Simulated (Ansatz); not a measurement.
Z-matrix (Å, degrees):
```
Ga
F 1 1.756
S 1 2.183 2 113.1
H 1 1.547 2 118.7 3 180.0
H 3 1.345 1 92.1 2 -0.0
```

Total charge 0; spin multiplicity 1.

List the CAM-B3LYP/def2-TZVPP orbital energies in eV (Ansatz 0.2.0). (An estimate is asked.)

Computed: Occupied: -10140.57, -2420.14, -1252.17, -1109.48, -1109.36, -1109.35, -672.38, -218.18, -162.75, -162.67, -162.58, -152.57, -106.07, -105.82, -105.78, -33.02, -25.88, -25.76, -25.71, -25.66, -25.52, -22.12, -15.10, -13.37, -12.76, -12.64, -11.88, -10.39, -9.39. Lowest empty: -0.37, 0.42, 1.22, 2.14, 3.82, 4.79, 5.65, 5.66.
